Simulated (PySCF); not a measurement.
Record of a relaxation.

B₂H₆NP.
Atom-mapped SMILES: `[BH2:1][NH:2][BH:3][PH2:4]` (hydrogens: H5, H6 on B1; H7 on N2; H8 on B3; H9, H10 on P4)

Method: PySCF 2.14.0, PBE0-D3(BJ)/def2-SVP geometry optimisation, gas phase; density fitting, grid level 1; the optimiser is geomeTRIC in internal coordinates, started from a GFN2-xTB structure with every atom displaced at random (about 0.01 Å). The frame can shift and turn from step to step; on so coarse a grid that alone can change the energy by a few meV, and forces under 0.02 eV/Å are noise.

Step 0: E = -12218.1123 eV, largest atomic force 1.829 eV/Å
```
atom  x, y, z in Å  |  force x, y, z in eV/Å
B1      1.970    0.092   -0.349   -1.787   0.100   0.374
N2      0.663    0.112    0.232    0.636  -0.026   0.051
B3     -0.539   -0.460   -0.275    0.971   0.662   0.533
P4     -2.082   -0.383    0.752   -0.726  -0.709   0.545
H5      2.830    0.640    0.193    1.097   0.564   0.714
H6      2.091   -0.403   -1.388    0.233  -0.669  -1.129
H7      0.601    0.587    1.127   -0.035   0.065   0.031
H8     -0.472   -1.052   -1.276   -0.072  -0.599  -0.970
H9     -2.017    0.928    1.220    0.200   0.649   0.363
H10    -2.993   -0.083   -0.258   -0.516  -0.038  -0.511
```

Step 1: E = -12218.2685 eV, largest atomic force 0.540 eV/Å
```
atom  x, y, z in Å  |  force x, y, z in eV/Å
B1      1.828    0.250   -0.301    0.515  -0.140   0.080
N2      0.644    0.072    0.447   -0.229   0.118   0.066
B3     -0.538   -0.574   -0.006   -0.295  -0.080  -0.035
P4     -2.152   -0.615    1.044    0.117   0.184  -0.095
H5      2.741    0.868    0.213   -0.121   0.013  -0.167
H6      1.936   -0.256   -1.395   -0.071   0.076   0.071
H7      0.604    0.545    1.346    0.015  -0.023  -0.004
H8     -0.497   -1.188   -1.049   -0.013   0.059   0.049
H9     -2.093    0.723    1.558   -0.039  -0.171  -0.035
H10    -3.082   -0.339   -0.007    0.121  -0.037   0.071
```

Step 2: E = -12218.2807 eV, largest atomic force 0.193 eV/Å
```
atom  x, y, z in Å  |  force x, y, z in eV/Å
B1      1.850    0.224   -0.276   -0.004   0.025  -0.191
N2      0.640    0.091    0.453    0.056   0.104   0.058
B3     -0.546   -0.547   -0.011   -0.029  -0.049   0.045
P4     -2.151   -0.629    1.034    0.086   0.036  -0.056
H5      2.771    0.878    0.159   -0.086  -0.048   0.103
H6      1.923   -0.297   -1.362    0.024  -0.052   0.011
H7      0.597    0.572    1.348   -0.010  -0.008   0.016
H8     -0.501   -1.147   -1.058   -0.014   0.022  -0.004
H9     -2.125    0.688    1.583   -0.019  -0.021   0.017
H10    -3.066   -0.347   -0.018   -0.003  -0.010   0.002
```

Step 3: E = -12218.2855 eV, largest atomic force 0.113 eV/Å
```
atom  x, y, z in Å  |  force x, y, z in eV/Å
B1      1.853    0.214   -0.286   -0.061   0.079   0.052
N2      0.638    0.113    0.442   -0.016  -0.015  -0.088
B3     -0.548   -0.529   -0.018    0.034  -0.019   0.071
P4     -2.142   -0.637    1.033    0.036  -0.024  -0.033
H5      2.753    0.871    0.180    0.061  -0.022   0.010
H6      1.949   -0.333   -1.356   -0.011  -0.023   0.012
H7      0.598    0.599    1.334    0.010  -0.004  -0.018
H8     -0.506   -1.121   -1.069   -0.010   0.000  -0.021
H9     -2.139    0.668    1.603   -0.005   0.028   0.027
H10    -3.064   -0.358   -0.013   -0.038  -0.002  -0.013
```

Step 4: E = -12218.2871 eV, largest atomic force 0.098 eV/Å
```
atom  x, y, z in Å  |  force x, y, z in eV/Å
B1      1.858    0.222   -0.285   -0.012  -0.084   0.049
N2      0.635    0.128    0.428   -0.023   0.046  -0.013
B3     -0.551   -0.520   -0.023    0.040  -0.010  -0.004
P4     -2.139   -0.644    1.030    0.013  -0.007  -0.010
H5      2.769    0.857    0.192    0.013   0.021  -0.001
H6      1.963   -0.347   -1.343   -0.012   0.026  -0.024
H7      0.593    0.616    1.319   -0.001   0.009   0.006
H8     -0.512   -1.109   -1.076   -0.007  -0.007  -0.013
H9     -2.150    0.656    1.615   -0.001   0.008   0.011
H10    -3.074   -0.371   -0.006   -0.009  -0.002  -0.001
```

Step 5: E = -12218.2879 eV, largest atomic force 0.046 eV/Å
```
atom  x, y, z in Å  |  force x, y, z in eV/Å
B1      1.859    0.219   -0.279    0.019  -0.039   0.013
N2      0.632    0.138    0.428   -0.003   0.029  -0.018
B3     -0.548   -0.516   -0.029   -0.002  -0.002   0.013
P4     -2.135   -0.648    1.026   -0.015  -0.003  -0.009
H5      2.775    0.847    0.197   -0.001   0.007   0.003
H6      1.958   -0.348   -1.339    0.001   0.017  -0.011
H7      0.587    0.628    1.317   -0.004  -0.002   0.001
H8     -0.506   -1.105   -1.082    0.001   0.003   0.004
H9     -2.153    0.651    1.617    0.003  -0.007  -0.004
H10    -3.076   -0.380   -0.006    0.002  -0.002   0.008
```

Step 6: E = -12218.2883 eV, largest atomic force 0.032 eV/Å
```
atom  x, y, z in Å  |  force x, y, z in eV/Å
B1      1.865    0.215   -0.273   -0.001   0.023  -0.022
N2      0.630    0.150    0.421   -0.011   0.011   0.021
B3     -0.548   -0.509   -0.033   -0.004  -0.010  -0.024
P4     -2.134   -0.655    1.021   -0.005   0.006   0.013
H5      2.781    0.838    0.213   -0.001  -0.015   0.002
H6      1.966   -0.344   -1.337    0.009  -0.005   0.009
H7      0.582    0.642    1.309    0.000  -0.004   0.006
H8     -0.505   -1.099   -1.085    0.003   0.002   0.002
H9     -2.162    0.641    1.619    0.000  -0.010  -0.006
H10    -3.083   -0.393   -0.005    0.012   0.001   0.001
```

Step 7: E = -12218.2884 eV, largest atomic force under 0.02 eV/Å
```
atom  x, y, z in Å  |  force x, y, z in eV/Å
B1      1.865    0.218   -0.270   -0.004   0.007  -0.002
N2      0.627    0.156    0.419    0.006   0.005  -0.004
B3     -0.549   -0.507   -0.038    0.000  -0.002   0.001
P4     -2.131   -0.658    1.019   -0.010  -0.008   0.007
H5      2.782    0.834    0.221   -0.001  -0.004   0.001
H6      1.970   -0.344   -1.332    0.004   0.001   0.003
H7      0.576    0.647    1.308    0.000  -0.004   0.001
H8     -0.503   -1.097   -1.090    0.004   0.004   0.000
H9     -2.163    0.636    1.619    0.002   0.000  -0.004
H10    -3.082   -0.398   -0.005    0.001   0.002  -0.004
```

Q: Summarise the path.

A: The energy falls by 16.99 kJ/mol from step 0 to step 7; nine tenths of that is first reached at step 2. It falls at every step. The largest force goes from 1.829 to under 0.02 eV/Å. Among the bonds B1–H5 changes most (a near tie, within 0.001 Å, with another), from 1.155 to 1.209 Å; the atoms move by 0.079 Å rms after alignment.

Q: Follow the three bonds and two angles with the largest change from start to end.

A: 
```
step  E above end (kJ/mol)  largest force (eV/Å)  B1–H5 (Å)  B3–P4 (Å)  B1–H6 (Å)  P4–B3–H8 (°)  N2–B3–P4 (°)
   0                 16.99                 1.829      1.155      1.856      1.158         123.0         119.2
   1                  1.92                 0.540      1.217      1.926      1.210         119.1         122.2
   2                  0.74                 0.193      1.211      1.917      1.207         118.9         122.6
   3                  0.28                 0.113      1.208      1.912      1.206         118.7         122.8
   4                  0.13                 0.098      1.208      1.911      1.206         118.4         123.1
   5                  0.05                 0.046      1.209      1.910      1.206         118.5         122.9
   6                  0.01                 0.032      1.209      1.909      1.207         118.3         123.1
   7                  0.00            under 0.02      1.209      1.909      1.206         118.4         122.9
```

What follows is the cost of the whole optimisation. Time: 15 s of wall time; peak memory 0.38 GiB. Hardware: one thread, Arm Neoverse V2 (aarch64), shared host.
